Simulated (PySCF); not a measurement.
In(OMe)(NH2)2 (CH7InN2O), SMILES C[O][In]([NH2])[NH2]. Atoms are numbered in the order given.

```xyz
12

In    -0.0293     0.0018     0.3329
O      0.7757    -0.5043    -1.4471
C      0.4184     0.1045    -2.6543
H      0.4430     1.2160    -2.6238
H      1.1293    -0.2026    -3.4455
H     -0.5955    -0.1822    -3.0054
N     -1.4446     1.4860     0.3309
H     -1.2923     2.1964    -0.3851
H     -1.5676     1.9648     1.2228
N      0.4215    -1.3286     1.8167
H      0.4780    -0.9346     2.7552
H      1.2850    -1.8413     1.6383
```
Charge 0, spin multiplicity 1.

Geometry optimised at B3LYP-D3(BJ)/def2-SVP. The structure was generated by enumeration; whether it is a known compound was not checked. The def2 effective core potentials stand for the cores of In; spin–orbit coupling is left out. One conformer was computed; it need not be the lowest.

Computed with M06-2X/def2-TZVP in PySCF.

ESP charges are fitted to the potential on shells at 1.4 to 2.0 van der Waals radii. Atomic charges (e):

| atom | Mulliken | ESP fit | Löwdin |
|---|---|---|---|
| In1 | 1.16 | 1.00 | 0.49 |
| O2 | -0.60 | (withheld) | -0.13 |
| C3 | -0.23 | -0.10 | -0.42 |
| H4 | 0.10 | 0.04 | 0.09 |
| H5 | 0.13 | 0.07 | 0.10 |
| H6 | 0.13 | 0.09 | 0.10 |
| N7 | -0.84 | (withheld) | -0.43 |
| H8 | 0.25 | (withheld) | 0.15 |
| H9 | 0.25 | (withheld) | 0.15 |
| N10 | -0.85 | (withheld) | -0.42 |
| H11 | 0.25 | (withheld) | 0.15 |
| H12 | 0.26 | (withheld) | 0.16 |

**Question.** Some entries are withheld; supply them. (The exact figures need the calculation; the answer reports its results.)

**Answer.** 
- O2, ESP fit: -0.51
- N7, ESP fit: -0.89
- H8, ESP fit: 0.29
- H9, ESP fit: 0.29
- N10, ESP fit: -0.86
- H11, ESP fit: 0.28
- H12, ESP fit: 0.29
